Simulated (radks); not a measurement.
Results of a calculation; reference values are marked as such.
Q: Ionisation of Pr, [Xe] 4f3 6s2, to Pr+, [Xe] 4f3 6s1, under several functionals. Dirac Kohn-Sham, spin-unpolarised, spherical densities, point nucleus; open shells are shared between the two j in proportion to 2j + 1; a radial shooting solver on a logarithmic mesh with Libxc functionals. Known Delta-SCF values: XLYP 5.667 eV; B86b exchange with PBE correlation 5.747 eV. What does RPBE give, and what is its highest occupied eigenvalue?

A: 5.630 eV by Delta-SCF; the 4f7/2 eigenvalue is -1.089 eV. NIST: 5.470 eV (semi-empirical).

Beside tabulated values, note that spin-unpolarised runs miss the spin-polarisation part of the exchange energy of open shells.
